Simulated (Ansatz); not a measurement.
Geometry optimisation, RKS r2SCANh-D4/STO-3G in Ansatz 0.2.0.

input.yaml

```yaml
crystal:
  periodic: [false, false, false]
  atoms:
    - { symbol: C, position_ang: [-1.2672, -0.3968, 1.8669] }
    - { symbol: Si, position_ang: [0.0193, -0.6879, 0.6181] }
    - { symbol: C, position_ang: [0.099, 0.5926, -0.7586] }
    - { symbol: C, position_ang: [1.2999, 0.3588, -1.7871] }
    - { symbol: Cl, position_ang: [-1.4565, 0.6292, -1.5977] }
    - { symbol: Cl, position_ang: [0.4094, 2.2071, 0.0225] }
    - { symbol: H, position_ang: [-1.306, -1.1252, 2.6309] }
    - { symbol: H, position_ang: [-2.263, -0.3175, 1.3743] }
    - { symbol: H, position_ang: [-1.1629, 0.6268, 2.3973] }
    - { symbol: H, position_ang: [1.3273, -0.7726, 1.3601] }
    - { symbol: H, position_ang: [-0.2029, -2.037, 0.0544] }
    - { symbol: H, position_ang: [1.1096, -0.6048, -2.2784] }
    - { symbol: H, position_ang: [1.1848, 1.1575, -2.5673] }
    - { symbol: H, position_ang: [2.196, 0.3406, -1.3064] }
basis:
  gaussian: { orbitals: STO-3G }
hamiltonian:
  xc: r2scanh
  dispersion: d4
relax:
  f_tol: 0.015
  max_steps: 40
output:
  orbitals: {}
```

Run as:

```bash
$ ansatz run input.yaml --threads 1 --pin off --max-ram 2048MiB --backend cpu --events-out ev --progress --plain --runs-dir out
```

Q: Where does it end, and by what steps?

A: It converged. Limits of this set-up: minimal basis. After 4 steps the energy has fallen by 0.724 eV; Si2 moved furthest, 0.10 Å.

```
step  energy less start (eV)  largest force component (eV/Å)  accepted
   0                  0.0000                           5.696       yes
   1                 -0.6620                           1.231       yes
   2                 -0.7184                           0.353       yes
   3                 -0.7232                           0.061       yes
   4                 -0.7236                           0.012       yes
```

```xyz
14
Properties=species:S:1:pos:R:3
C -1.300 -0.347 1.861
Si 0.064 -0.760 0.664
C 0.130 0.563 -0.713
C 1.232 0.352 -1.780
Cl -1.510 0.603 -1.594
Cl 0.416 2.229 0.073
H -1.358 -1.094 2.657
H -2.267 -0.317 1.351
H -1.130 0.629 2.321
H 1.365 -0.753 1.288
H -0.154 -2.022 -0.001
H 1.078 -0.615 -2.277
H 1.206 1.151 -2.531
H 2.216 0.352 -1.290
```

Whether the end is a true minimum wasn't checked by a vibrational analysis.

Run time: 16 s on 1 thread of AMD EPYC 9R45 96-Core Processor (Zen 5), with other jobs on the host, peak memory 0.18 GiB.
